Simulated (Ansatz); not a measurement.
Consider the redistribution: `OB(O)OC[SiH3]` + `C[Si](O)([SiH3])S` → `O[Si]([SiH3])([SiH3])S` + `CCOB(O)O`.

Computed with Ansatz on PBE0-D4/def2-TZVP structures; ΔE is electronic, products minus reactants. CCSD(T)/CBS adds triple-zeta CCSD(T) − MP2 to the extrapolated MP2 energy (def2 sets, frozen cores). DFT in def2-TZVPP. B3LYP here is the variant with VWN-RPA as its local correlation; programs differ in this. Each species was taken in one conformer, which may not be the lowest.

```
         level  ΔE (eV)
      B3LYP-D4     0.03
        B2PLYP     0.06
           PBE    -0.05
MP2/def2-TZVPP     0.11
```

(1) What does CCSD(T)/CBS give? (Best estimate.)

Largest T1 diagnostic among the species: 0.013.

Answers

(1) The calculation gave: +0.05 eV. The listed levels differ from it by -0.02, 0.01, -0.10, 0.06 eV.
